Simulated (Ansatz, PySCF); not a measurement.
Si(Cl)3(OH) (Cl3HOSi), SMILES O[Si](Cl)(Cl)Cl.

Geometry optimised at PBE0-D3(BJ)/def2-SVP. One conformer was computed; it need not be the lowest.

Vertical ionisation energy (IE) and electron affinity (EA) in eV. Rows of orbital energies are one-electron estimates. Where ΔSCF, EOM or ADC give a negative EA the extra electron is unbound and the value depends on the basis.

```tsv
level	IE	EA
−ε(HOMO), −ε(LUMO), B3LYP/def2-TZVP (PySCF)	9.04	0.50
−ε(HOMO), −ε(LUMO), PBE/def2-TZVP (PySCF)	7.89	1.22
ΔSCF, PBE0/def2-SVPD (Ansatz), final states of multiplicity 2 and 2	11.52	-0.62
ΔSCF, PBE/def2-SVPD (Ansatz), final states of multiplicity 2 and 2	10.90	-0.39
```

What vertical singlet–triplet gap does ΔSCF give with PBE0/def2-SVPD (Ansatz, a program for electronic structure) and with PBE/def2-SVPD (Ansatz)? (An estimate is asked for; the answer gives what the named calculation found.)

7.23 and 6.49 eV (triplet above singlet where positive).
